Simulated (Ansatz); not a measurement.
CH3InS, SMILES `[CH2]1[S][InH]1`. Charge 0, multiplicity 1. In takes the def2 core potential.

```xyz
6

C     0.3471   -0.1038   -0.8346
S    -1.4971    0.0786   -0.7050
In   -0.0666    0.1103    1.2125
H     0.8462    0.7168   -1.3410
H     0.6797   -1.0754   -1.1872
H    -0.3093    0.2736    2.8552
```

Problem. List the harmonic frequencies (cm⁻¹, unscaled) at PBE0-D4/def2-TZVP in Ansatz. (An estimate is asked.)

Solution. Ansatz gave: 264, 405, 438, 508, 695, 698, 965, 982, 1422, 1959, 3117, 3201.

Problem. Is this a minimum?

Solution. Yes, all 12 modes are real.

Problem. Give the ideal-gas thermochemistry at 298.15 K and 1 bar (rigid rotor, harmonic oscillator; point group Cs, symmetry number 1).

Solution. Zero-point energy 87.7 kJ/mol; H(298) − E = 101.7 kJ/mol; entropy 299.2 J/(mol·K), of which translation 172.3, rotation 106.4, vibration 20.5; G(298) − E = 12.5 kJ/mol.

Problem. And at 400, 500, 600, 800 and 1000 K?

Solution. 
| T (K) | H − E (kJ/mol) | S (J/mol/K) | G − E (kJ/mol) |
| --- | --- | --- | --- |
| 400 | 109.3 | 320.9 | -19.1 |
| 500 | 117.6 | 339.5 | -52.1 |
| 600 | 126.7 | 356.0 | -86.9 |
| 800 | 146.4 | 384.3 | -161.1 |
| 1000 | 167.6 | 407.9 | -240.3 |
